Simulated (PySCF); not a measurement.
ClH5N2Si, SMILES [SiH](N)(Cl)N. Geometry: PBE0-D3(BJ)/def2-SVP. The values are those of a single conformer.

Computed equilibrium geometry at PBE0-D3(BJ)/def2-SVP (PySCF confirms it by a frequency run) as a Z-matrix (one conformer of several):
```
Si
N 1 1.7094
H 2 1.0134 1 120.27
H 2 1.0142 3 111.81 1 149.00
N 1 1.7119 2 107.62 3 -162.79
H 5 1.0123 1 120.77 2 -155.07
H 5 1.0131 6 112.68 1 153.18
H 1 1.4889 2 105.74 3 -34.00
Cl 1 2.0897 8 104.52 2 -123.47
```
Charge 0, spin multiplicity 1.
